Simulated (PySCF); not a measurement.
# Fine-structure interval along the 19-electron series

Calculated with PySCF 2.14 and a two-component X2C-1e Hamiltonian (Gaussian nucleus, no Breit or QED terms), each ion in its own even-tempered basis scaled to its charge; GMP2 freezes [Ne] and drops the highest virtual spinors. Values in cm⁻¹.

```tsv
ion	configuration	GHF (screened spin-orbit)	GMP2 (screened spin-orbit)	GHF (bare spin-orbit)
Gd⁴⁵⁺	[Ar] 3d1	314580	314870	373250
Tb⁴⁶⁺	[Ar] 3d1	338930	339250	401010
Dy⁴⁷⁺	[Ar] 3d1	364630	364990	430240
```

Between Z = 64 and Z = 66 the GHF (bare spin-orbit) value grows as Z to the power 4.62.
